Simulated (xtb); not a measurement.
LuCl3, SMILES [Cl][Lu]([Cl])[Cl]. All values are semi-empirical tight-binding results from xtb (GFN2-xTB unless named), good for trends rather than for accurate numbers. Geometry: GFN2-xTB. The isomer is the one that the SMILES or the coordinates give; other isomers of the formula were not compared.

For metal compounds this method's bond lengths and energies can be far off.

```
Property                                       Result
-------------------------------------  --------------
point group as xtb finds it                       C3v
orbital gap                                   2.75 eV
zero-point energy                        1.4 kcal/mol
G − E(el) at 298.15 K (modified RRHO)  -19.5 kcal/mol
```
